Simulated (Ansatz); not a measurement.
System: C$_{2}$H$_{8}$GeN, charge 0, multiplicity 2. It need not be the lowest isomer of its formula. SMILES: C[N](C)[GeH2]
Geometry from a B3LYP-D3(BJ)/def2-TZVP (Ansatz, a program for electronic structure) optimisation:
```
N
C 1 1.4475
H 2 1.0896 1 110.47
H 2 1.0963 3 108.04 1 -120.29
H 2 1.0987 3 108.40 4 -116.12
C 1 1.4475 2 113.63 3 -179.49
H 6 1.0896 1 110.47 2 179.49
H 6 1.0963 7 108.04 1 120.29
H 6 1.0987 7 108.40 8 116.12
Ge 1 1.8610 2 120.63 3 25.64
H 10 1.5612 1 102.98 2 -46.81
H 10 1.5612 11 108.94 3 135.76
```
Charge 0, spin multiplicity 2.

Property: atomisation energy (electronic, to ground-state atoms), in kcal/mol. Valence correlation only, unless marked. Open shells are spin-unrestricted. No spin-orbit coupling. Frozen are the shells of the preceding noble gas and the d and f shells that filled before the atom's block. No relativistic terms. The coupled-cluster limit lacks core correlation, which all-electron functionals hold. CBS(X,Y): correlation extrapolated as X^-3; Hartree-Fock from the larger set.

```json
[
 {"level": "HF/def2-SVP", "program": "Ansatz", "atomisation energy (kcal/mol)": "704.1"},
 {"level": "HF/aug-cc-pVQZ", "program": "Ansatz", "atomisation energy (kcal/mol)": "696.9"}
]
```

Question: Predict the CCSD(T)/CBS(def2-TZVPPD,def2-QZVPPD) result (Ansatz).

Answer: 963.8 kcal/mol, so HF/aug-cc-pVQZ differs from it by -266.9 kcal/mol.
